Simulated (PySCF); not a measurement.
# Electronic structure of I³⁺ (iodine, charge +3) at the r2SCAN level

Configuration: [Kr] 4d10 5s2 5p2, high-spin 3P determinant. All numbers are calculated (PySCF 2.14, scalar relativity through the core potential, in aug-cc-pVTZ-PP with ECP28MDF (6s5p4d2f, 55 functions)).

```
Total energy                                                  : -293.6051 hartree
One-electron energy                                           : -485.5516 hartree
Hartree (Coulomb) energy                                      : 213.1531 hartree
Exchange-correlation energy                                   : -21.2066 hartree
⟨S²⟩                                                          : 2.0030
⟨L²⟩                                                          : 2.009
Sum of ⟨r⟩                                                    : 23.61 bohr
Sum of ⟨r²⟩                                                   : 33.01 bohr²
Traceless quadrupole moment −½Σ⟨3z² − r²⟩ along its main axis : 1.93 e·bohr²
```

```json
{"shell": "4s α", "electrons": "1", "mean orbital energy (eV)": "-217.40", "spread (eV)": "0", "rms radius, mean of both spins (bohr)": "0.795"}
{"shell": "4s β", "electrons": "1", "mean orbital energy (eV)": "-217.17", "spread (eV)": "0", "rms radius, mean of both spins (bohr)": "0.795"}
{"shell": "4p α", "electrons": "3", "mean orbital energy (eV)": "-162.66", "spread (eV)": "0.663", "rms radius, mean of both spins (bohr)": "0.853"}
{"shell": "4p β", "electrons": "3", "mean orbital energy (eV)": "-162.45", "spread (eV)": "0.858", "rms radius, mean of both spins (bohr)": "0.853"}
{"shell": "4d α", "electrons": "5", "mean orbital energy (eV)": "-83.308", "spread (eV)": "0.644", "rms radius, mean of both spins (bohr)": "0.996"}
{"shell": "4d β", "electrons": "5", "mean orbital energy (eV)": "-82.965", "spread (eV)": "0.921", "rms radius, mean of both spins (bohr)": "0.996"}
{"shell": "5s α", "electrons": "1", "mean orbital energy (eV)": "-47.961", "spread (eV)": "0", "rms radius, mean of both spins (bohr)": "1.94"}
{"shell": "5s β", "electrons": "1", "mean orbital energy (eV)": "-45.488", "spread (eV)": "0", "rms radius, mean of both spins (bohr)": "1.94"}
{"shell": "5p α", "electrons": "2", "mean orbital energy (eV)": "-35.521", "spread (eV)": "0", "rms radius, mean of both spins (bohr)": "2.23"}
```

Energies and moments cover only the electrons outside the core potential.
